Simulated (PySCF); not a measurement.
# C₆ coefficients of unlike pairs at BLYP

Calculated with PySCF 2.14 from the dipole response of each species, C₆(A,B) = (3/π) ∫ α_A(iu) α_B(iu) du, in atomic units, from isotropic polarisabilities. For ions this is the dispersion term alone; charge-induced terms of lower order in 1/R come first.

```
species      configuration                                                                            basis     relativity  α (bohr³)  C₆ (like pair)
    C³⁺      [He] 2s1 (2S)  aug-cc-pCVTZ-DK with one added diffuse shell each of s, p, d, f type (8s7p5d3f)  spin-free X2C      3.028           2.361
   Si²⁺      [Ne] 3s2 (1S)                                                     aug-cc-pV(Q+d)Z (7s6p5d3f2g)           none      11.33           38.24
      C  [He] 2s2 2p2 (3P)  aug-cc-pCVTZ-DK with one added diffuse shell each of s, p, d, f type (8s7p5d3f)  spin-free X2C      13.54           54.56
```

Question: Estimate C₆ for C with Si²⁺.

Answer: The integral gives 45.62. The combination rule 2 C_A C_B / (C_A α_B/α_A + C_B α_A/α_B) gives 45.68 and the geometric mean 45.68.

No spin-orbit coupling is included.

The other pairs:

```csv
pair,C₆
"C, C³⁺",11.30
"Si²⁺, C³⁺",9.482
```
